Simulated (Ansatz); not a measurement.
`[Cl][GaH][GeH3]` + `BS` → `B[S][GaH][Cl]` + GeH₄ at 400 K and 1 bar (cleavage of the Ga–Ge bond).

Gas-phase electronic energies from Ansatz, PBE0-D4/def2-TZVP geometries. CCSD(T)/CBS adds triple-zeta CCSD(T) − MP2 to the extrapolated MP2 energy (def2 sets, frozen cores). This one scheme is used for every species. For Ga, Ge outer-core shells are correlated without core-valence functions, which leaves a few kJ/mol of doubt a bond. Scalar relativity is left out up to krypton. One conformer a species, not always the lowest.

```tsv
species	CCSD(T)/CBS energy (Eh)	H − E (kJ/mol)	S (J/(mol·K))
`[Cl][GaH][GeH3]`	-4462.28367	111.1	390.3
`BS`	-424.38198	95.9	260.4
`B[S][GaH][Cl]`	-2808.18728	111.7	379.4
GeH₄	-2078.49493	93.6	231.8
```

H − E and S are ideal-gas, rigid-rotor, harmonic terms from PBE0-D4/def2-TZVP, for one conformer and one mirror image of each species. 1 Eh = 2625.50 kJ/mol, R = 8.31446 J/(mol·K).

Problem. By hand: ΔE, ΔH, ΔS and ΔG.

Solution. ΔE = (-2808.18728) + (-2078.49493) − (-4462.28367) − (-424.38198) = -0.01656 Eh = -43.5 kJ/mol. Δ(H − E) = 111.7 + 93.6 − 111.1 − 95.9 = -1.7, so ΔH = -45.2 kJ/mol. ΔS = 379.4 + 231.8 − 390.3 − 260.4 = -39.5 J/(mol·K). ΔG = -45.2 − 400 × (-39.5)/1000 = -29.4 kJ/mol.

Problem. By hand: the equilibrium constant, and the temperature at which ΔG would vanish if ΔH and ΔS stayed fixed.

Solution. log₁₀ K = −ΔG/(RT ln 10) = 3.8. ΔG = 0 at ΔH/ΔS = 1144 K.

TΔS isn't small against ΔH here. A doubt of 5 kJ/mol in ΔE shifts log₁₀ K by 0.7 here. Other conformers and mirror images would add mixing entropy, several J/(mol·K) or more a flexible species. Modes under 60 cm⁻¹, often nearly free rotors, make the harmonic entropy too high. These are equilibria of isolated gas molecules and say nothing of rates. Largest T1 diagnostic: 0.015 (customary marks: 0.02 for closed shells, 0.045 for open ones).
